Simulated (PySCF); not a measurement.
Basis and Hamiltonian dependence of the excitation energy of Ca

Ca [Ar] 4s2 (1S) → Ca [Ar] 4p2 (3P). Calculated with PySCF 2.14 from differences of total energies of unrestricted determinants, without spin-orbit coupling. Values in eV.

```json
{"basis": "def2-TZVPPD", "Hamiltonian": "non-relativistic", "functions": "36", "UHF": "4.127", "r2SCAN": "4.037", "PBE0": "4.317", "MP2 (valence)": "4.522", "CCSD(T) (valence)": "4.588", "CCSD(T) (valence and next inner shell)": "n/a"}
{"basis": "aug-cc-pVDZ-X2C", "Hamiltonian": "spin-free X2C", "functions": "36", "UHF": "4.181", "r2SCAN": "4.106", "PBE0": "4.391", "MP2 (valence)": "4.555", "CCSD(T) (valence)": "4.588", "CCSD(T) (valence and next inner shell)": "n/a"}
{"basis": "x2c-TZVPPall", "Hamiltonian": "spin-free X2C", "functions": "36", "UHF": "4.186", "r2SCAN": "4.101", "PBE0": "4.381", "MP2 (valence)": "4.579", "CCSD(T) (valence)": "4.645", "CCSD(T) (valence and next inner shell)": "4.890"}
{"basis": "ANO-RCC-VTZP", "Hamiltonian": "spin-free X2C", "functions": "38", "UHF": "4.183", "r2SCAN": "4.101", "PBE0": "4.389", "MP2 (valence)": "4.591", "CCSD(T) (valence)": "4.740", "CCSD(T) (valence and next inner shell)": "4.936"}
{"basis": "x2c-TZVPPall with one added diffuse shell each of s, p, d type", "Hamiltonian": "spin-free X2C", "functions": "45", "UHF": "4.185", "r2SCAN": "4.102", "PBE0": "4.381", "MP2 (valence)": "4.575", "CCSD(T) (valence)": "4.607", "CCSD(T) (valence and next inner shell)": "4.863"}
{"basis": "aug-cc-pVTZ-X2C", "Hamiltonian": "spin-free X2C", "functions": "59", "UHF": "4.178", "r2SCAN": "4.092", "PBE0": "4.390", "MP2 (valence)": "4.599", "CCSD(T) (valence)": "4.589", "CCSD(T) (valence and next inner shell)": "n/a"}
{"basis": "def2-QZVPPD", "Hamiltonian": "non-relativistic", "functions": "70", "UHF": "4.122", "r2SCAN": "4.029", "PBE0": "4.316", "MP2 (valence)": "4.549", "CCSD(T) (valence)": "4.533", "CCSD(T) (valence and next inner shell)": "4.810"}
{"basis": "x2c-QZVPPall", "Hamiltonian": "spin-free X2C", "functions": "73", "UHF": "4.180", "r2SCAN": "4.101", "PBE0": "4.380", "MP2 (valence)": "4.606", "CCSD(T) (valence)": "4.593", "CCSD(T) (valence and next inner shell)": "4.884"}
{"basis": "aug-cc-pwCVTZ-X2C", "Hamiltonian": "spin-free X2C", "functions": "84", "UHF": "4.175", "r2SCAN": "4.087", "PBE0": "4.383", "MP2 (valence)": "4.603", "CCSD(T) (valence)": "4.587", "CCSD(T) (valence and next inner shell)": "4.869"}
{"basis": "x2c-QZVPPall with one added diffuse shell each of s, p, d, f type", "Hamiltonian": "spin-free X2C", "functions": "89", "UHF": "4.180", "r2SCAN": "4.097", "PBE0": "4.378", "MP2 (valence)": "4.606", "CCSD(T) (valence)": "4.589", "CCSD(T) (valence and next inner shell)": "4.881"}
{"basis": "aug-cc-pVQZ-X2C", "Hamiltonian": "spin-free X2C", "functions": "93", "UHF": "4.177", "r2SCAN": "4.101", "PBE0": "4.393", "MP2 (valence)": "4.607", "CCSD(T) (valence)": "4.583", "CCSD(T) (valence and next inner shell)": "n/a"}
{"basis": "aug-cc-pwCVTZ-X2C with one added diffuse shell each of s, p, d, f type", "Hamiltonian": "spin-free X2C", "functions": "100", "UHF": "4.175", "r2SCAN": "4.087", "PBE0": "4.383", "MP2 (valence)": "4.603", "CCSD(T) (valence)": "4.587", "CCSD(T) (valence and next inner shell)": "4.869"}
{"basis": "dyall-acv3z", "Hamiltonian": "spin-free X2C", "functions": "149", "UHF": "4.175", "r2SCAN": "4.091", "PBE0": "4.381", "MP2 (valence)": "4.606", "CCSD(T) (valence)": "n/a", "CCSD(T) (valence and next inner shell)": "n/a"}
```

Frozen in the all-electron rows: valence: [Ar]; valence and next inner shell: [Ne].

Non-relativistic rows lack the scalar-relativistic shift.

Reference for a calculation without spin-orbit coupling: 4.774 eV (measured, between term centres; NIST).
